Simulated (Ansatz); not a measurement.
Al₂Sb, relaxed as a doublet with UKS PBE-D4/def2-TZVP in Ansatz, starting from the GFN2-xTB geometry. Force threshold 0.02 eV/Å.

In the def2 sets Sb takes a core potential; there is no spin–orbit coupling. The charge 0 doublet is spin-contaminated (final ⟨S²⟩ up to 1.14, 0.75 for a pure state). Another isomer (doublet) lies 1.37 eV lower at PBE0-D4/def2-TZVP; other spin states weren't run for this one.

Start:

```xyz
3

Al   -0.0114   -0.0037   -0.0201
Al    1.4650    0.5385    2.0758
Sb   -1.4536   -0.5348   -2.0558
```

Problem. Estimate the energy that the relaxation releases and the steps that it takes.

Solution. 0.08 eV, in 4 steps; 5 s on 4 threads of Arm Neoverse V1 on a shared host. No frequencies were taken in this run, so the end may be a saddle point.

Problem. Does the start keep its bonding and symmetry?

Solution. By distances, no bond broke or formed. The bond that changes most is Al1–Sb3, from 2.55 to 2.43 Å (atoms count from 1). Point group C∞v at the start, C∞v at the end, both within 0.05 Å.

Problem. Predict the relaxed structure.

Solution. 
Cartesian coordinates in Å:
```
Al -0.021 -0.007 -0.035
Al 1.417 0.521 2.009
Sb -1.396 -0.514 -1.974
```
Bond lengths (bridged metal pairs left out): 1 × Al–Al 2.55 Å; 1 × Al–Sb 2.43 Å.
